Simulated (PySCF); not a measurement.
Al(H)3 anion (AlH3), SMILES [AlH3] (connectivity only; charge and spin as stated), charge -1, multiplicity 2. Atoms are numbered in the order given.

```xyz
4

Al     0.0000     0.0000    -0.0953
H      1.3463     0.7773     0.4129
H     -1.3463     0.7773     0.4129
H      0.0000    -1.5545     0.4129
```
Charge -1, spin multiplicity 2.

Geometry: B3LYP-D3(BJ)/def2-TZVPD. The spin state was assumed, not searched. The isomer is the one that the SMILES or the coordinates give; other isomers of the formula were not compared.

The numbers are results of PBE/pcH-1 run with PySCF, not measurements.

Unrestricted Kohn–Sham, ⟨S²⟩ = 0.752. Hyperfine tensors hold the contact and dipolar terms, without spin-orbit corrections.

Computed hyperfine couplings:
```json
[
 {"nucleus": "27Al no. 1", "A(iso) (MHz)": "331.5", "A(iso) (G)": "118.3", "dipolar principal values (MHz)": "-49.2, -49.2, 98.4"},
 {"nucleus": "1H no. 2", "A(iso) (MHz)": "9.1", "A(iso) (G)": "3.3", "dipolar principal values (MHz)": "-5.4, -0.2, 5.6"},
 {"nucleus": "1H no. 3", "A(iso) (MHz)": "9.1", "A(iso) (G)": "3.3", "dipolar principal values (MHz)": "-5.4, -0.2, 5.6"},
 {"nucleus": "1H no. 4", "A(iso) (MHz)": "9.1", "A(iso) (G)": "3.3", "dipolar principal values (MHz)": "-5.4, -0.2, 5.6"}
]
```

And the g tensor (effective nuclear charges for spin-orbit coupling, GIAO)? (Estimate from the structure and the level; the computed values follow.)

principal values 2.0023, 2.0036, 2.0036; isotropic 2.0032.
